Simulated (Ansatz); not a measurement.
Geometry optimisation, RKS PBE0/6-31G in Ansatz.

Input file:

```yaml
crystal:
  periodic: [false, false, false]
  atoms:
    - { symbol: C, position_ang: [-0.0735, -0.3482, 2.1725] }
    - { symbol: B, position_ang: [0.4375, 0.3286, 0.8179] }
    - { symbol: O, position_ang: [1.8143, 0.7172, 0.708] }
    - { symbol: Si, position_ang: [-0.6635, 0.6102, -0.7043] }
    - { symbol: C, position_ang: [-0.0956, -0.383, -2.1754] }
    - { symbol: F, position_ang: [-2.2925, 0.0903, -0.3136] }
    - { symbol: H, position_ang: [-0.9064, 0.3403, 2.5665] }
    - { symbol: H, position_ang: [-0.4836, -1.2996, 1.9449] }
    - { symbol: H, position_ang: [0.6951, -0.3619, 2.9541] }
    - { symbol: H, position_ang: [2.3071, -0.0917, 0.4026] }
    - { symbol: H, position_ang: [-0.7836, 2.0286, -1.024] }
    - { symbol: H, position_ang: [-0.0493, -1.4458, -1.8804] }
    - { symbol: H, position_ang: [0.8757, -0.0029, -2.43] }
    - { symbol: H, position_ang: [-0.7947, -0.2115, -3.0101] }
basis:
  gaussian: { orbitals: "6-31G" }
hamiltonian:
  xc: pbe0
relax:
  f_tol: 0.02
  max_steps: 40
scf:
  lower_state_search: "off"
output:
  orbitals: {}
```

Launched with:

```bash
$ ansatz run input.yaml --threads 1 --pin off --max-ram 2048MiB --backend cpu --events-out ev --progress --plain --runs-dir out
```

Q: Where does it end, and by what steps?

A: The forces met the threshold. Limits of this set-up: no polarisation functions. After 9 steps the energy has fallen by 1.165 eV; H10 moved furthest, 0.85 Å.

```
step  energy less start (eV)  largest force component (eV/Å)  accepted
   0                  0.0000                           2.926       yes
   1                 -0.4265                           1.936       yes
   2                 -0.7233                           1.277       yes
   3                 -0.8613                           2.399       yes
   4                 -1.0777                           1.426       yes
   5                 -1.1266                           1.162       yes
   6                 -1.0635                           0.785        no
   7                 -1.1628                           0.071       yes
   8                 -1.1646                           0.034       yes
   9                 -1.1652                           0.016       yes
```

```xyz
14
Properties=species:S:1:pos:R:3
C -0.009 -0.270 2.245
B 0.474 0.163 0.823
O 1.802 0.339 0.491
Si -0.737 0.539 -0.762
C -0.177 -0.334 -2.350
F -2.324 0.002 -0.381
H -0.755 0.437 2.631
H -0.531 -1.236 2.181
H 0.793 -0.365 2.989
H 2.477 0.198 1.179
H -0.874 2.023 -1.019
H -0.176 -1.421 -2.220
H 0.846 -0.016 -2.582
H -0.824 -0.088 -3.197
```

The run took 23 s on 1 thread of AMD EPYC 9R45 (Zen 5), with other jobs on the host, peak memory 0.21 GiB.
